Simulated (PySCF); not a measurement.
## AlCl₃ + 2 H₂O → AlO(OH) + 3 HCl

Level: PBE0 in the def2-TZVP basis family, all electrons, no relativity, computed in PySCF with density fitting; open shells unrestricted.

| species | state and structure | E (Eh) | ZPE (kJ/mol) | H(298 K) − H(0) (kJ/mol) | S° (J/(mol K)) |
| --- | --- | --- | --- | --- | --- |
| AlCl₃ | singlet, D3h, Al–Cl 2.070 Å (×3) | -1622.72797 | 12.7 | 16.4 | 313.2 |
| H₂O | singlet, C2v, O–H 0.960 Å (×2); H–O–H 105.1° | -76.37736 | 56.5 | 9.9 | 188.7 |
| AlO(OH) | singlet, Cs, Al–O 1.595 Å, Al–O 1.666 Å, O–H 0.954 Å; Al–O–H 132.2°, O–Al–O 177.5° | -393.31198 | 41.0 | 13.7 | 263.7 |
| HCl | singlet, C∞v, H–Cl 1.279 Å | -460.66440 | 17.9 | 8.7 | 186.6 |

Problem. What is the electronic reaction energy?

Solution. At PBE0/def2-TZVP, ΔE = 466.1 kJ/mol from the differences of the total energies times 2625.5, uphill. 

Problem. Add zero-point, thermal and entropy terms for 298.15 K and 1 bar.

Solution. ΔZPE = -31.0 and Δ[H(298) − H(0)] = 3.6 kJ/mol give ΔH° = 438.7 kJ/mol. ΔS° = 132.9 J/(mol K), so ΔG° = 438.7 − 298.15 × (0.1329) = 399 kJ/mol.

Only the bonding shown was studied: isomers, or loss of a ligand pair, can lie lower.
